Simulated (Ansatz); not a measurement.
One change: `[CH3][Ge]([NH2])([F])[Cl]` becomes `[NH2][Ge]([F])([F])[Cl]`.

Ansatz, PBE0-D4/def2-TZVP geometries, multiplicity 1. Each molecule was computed in one conformer, which needn't be the lowest.

Scalar relativity is left out up to krypton.

| property | `[CH3][Ge]([NH2])([F])[Cl]` |
| --- | --- |
| HOMO–LUMO gap (PBE0/def2-TZVPP) / eV | 8.21 |
| HOMO–LUMO gap (PBE/def2-TZVPP) / eV | 5.76 |
| HOMO energy (PBE/def2-TZVPP) / eV | -6.62 |
| size of the dipole moment (ωB97M-V/def2-TZVPP) / D | 2.84 |
| LUMO energy (PBE/def2-TZVPP) / eV | -0.86 |
| size of the dipole moment (B3LYP/def2-TZVPP) / D | 2.87 |

(1) Give the same properties after the change, and the shifts. (An estimate is asked.)

Results:

(1) Computed: 
| property | `[NH2][Ge]([F])([F])[Cl]` | shift |
| --- | --- | --- |
| HOMO–LUMO gap (PBE0/def2-TZVPP) / eV | 8.09 | -0.12 |
| HOMO–LUMO gap (PBE/def2-TZVPP) / eV | 5.44 | -0.32 |
| HOMO energy (PBE/def2-TZVPP) / eV | -7.31 | -0.69 |
| size of the dipole moment (ωB97M-V/def2-TZVPP) / D | 2.93 | 0.09 |
| LUMO energy (PBE/def2-TZVPP) / eV | -1.86 | -1.00 |
| size of the dipole moment (B3LYP/def2-TZVPP) / D | 2.95 | 0.08 |

With PBE0 the HOMO falls by 0.78 eV and the LUMO falls by 0.90 eV, so the gap narrows by about 0.12 eV. PBE moves the HOMO by -0.69 eV and ωB97M-V by -0.85 eV. The zero-point energy changes by -90.1 kJ/mol with -9 modes. Dipoles are sizes alone; their direction can turn.

B3LYP here is the variant with VWN-RPA as its local correlation; programs differ in this.
